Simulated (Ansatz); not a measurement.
Reaction (substitution at a C–N bond): `C[N](C)[AlH][F]` + `C[AsH]C` → trimethylarsine + `C[NH][AlH][F]`

Calculated with Ansatz (gas phase, PBE0-D4/def2-TZVP geometries, no zero-point term in ΔE). CCSD(T)/CBS is the MP2 limit (def2-TZVPP, def2-QZVPP) plus CCSD(T) − MP2 in def2-TZVPP, frozen cores. For As outer-core shells are correlated without core-valence functions, which leaves a few kJ/mol of doubt a bond. Scalar relativity is left out up to krypton. One conformer a species, not always the lowest.

```csv
species,MP2/def2-TZVPP energy (Eh)
`C[N](C)[AlH][F]`,-476.71525
`C[AsH]C`,-2314.67628
`C[As](C)C`,-2353.90964
`C[NH][AlH][F]`,-437.50307
```

Question: Work out ΔE.

Answer: ΔE = (-2353.90964) + (-437.50307) − (-476.71525) − (-2314.67628) = -0.02118 Eh = -13.3 kcal/mol. CCSD(T)/CBS gives -12.4 kcal/mol.

Largest T1 diagnostic among the species: 0.012.

Leaving LDA and LC-ωPBE aside and taking each functional with its dispersion term where it has one, the values, not all of them listed here, spread over 1.2 kcal/mol, from PBE-QIDH to CAM-B3LYP-D4. LDA lies +1.8 kcal/mol from PBE without D4. At CCSD(T), def2-SVP lies +5.5 kcal/mol from the extrapolated value and def2-TZVPP +0.4 kcal/mol.
